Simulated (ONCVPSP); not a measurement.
What one change does to a pseudopotential (iron (Fe), ONCV)

```
Element                 : Fe (Z = 26)
Generator               : ONCVPSP 4.0.1
Type                    : optimised norm-conserving Vanderbilt (ONCV)
Functional              : PBE
Relativity              : scalar-relativistic
Frozen core             : [Ne]
Valence charge          : 16
Reference configuration : 3s2 3p6 3d6 4s2
Partial waves           : 3s+4s: rc 1.10 bohr, ncon 5, nbas 9, qcut 8.4 1/bohr, 2 projectors; 3p: rc 1.15 bohr, ncon 4, nbas 8, qcut 14.6 1/bohr, 1 projector; 3d: rc 1.25 bohr, ncon 4, nbas 8, qcut 12.4 1/bohr, 1 projector
Local potential         : polynomial inside 0.75 bohr (lpopt 4, dvloc0 2 Ha)
Core correction         : Teter function, fcfact 4.5, rcfact 1.45
```

Change: d: rc 1.1, qcut 14.1.

Cutoffs: the cutoffs (Ha) at which the residual kinetic energy of the hardest occupied pseudo-wave falls to 1 and 0.1 mHa per electron; they do not see the model core or the augmentation charge, which bear on the density cutoff. Errors are all-electron minus pseudo energies relative to the spin-unpolarised reference configuration.

Q: Predict the effect on cutoff, ghosts and configuration errors.

A: The potential gets neither clearly harder nor softer (69 Ha and 176 Ha → 76 Ha and 176 Ha); of the 4 tests that both files solve, the error grows in 0 and shrinks in 2 by more than 15 % and 0.3 meV (median size 0.4 → 0.3 meV); neither file shows a bound ghost.

| quantity | base | changed |
| --- | --- | --- |
| cutoff, loose | 69 Ha | 76 Ha |
| cutoff, tight | 176 Ha | 176 Ha |
| loose cutoff by channel | s 69 Ha, p 32 Ha, d 60 Ha | s 69 Ha, p 32 Ha, d 76 Ha |
| bound ghosts | none | none |
| GHOST(+) flags under 300 eV | none | none |
| error for 3s2 3p6 3d6 4s1, meV [ΔE 8.73 eV] | -0.1 | -0.3 |
| error for 3s2 3p6 3d6 4s0, meV [ΔE 24.93 eV] | +0.8 | -0.1 |
| error for 3s2 3p6 3d5 4s0, meV [ΔE 59.16 eV] | -6.1 | -5.0 |
| error for 3s2 3p6 3d7 4s1, meV [ΔE -0.79 eV] | +0.1 | -0.3 |
| s: phases at 1.12 bohr within 0.05 rad from the reference energy up to (Ha; the scan ends near 5) | to the end of the scan | to the end of the scan |
| p: phases at 1.17 bohr within 0.05 rad from the reference energy up to (Ha; the scan ends near 5) | 3.2 | 3.2 |
| rms error of d²Exc/dni dnj with the model core, mHa | 1.49 | 1.34 |
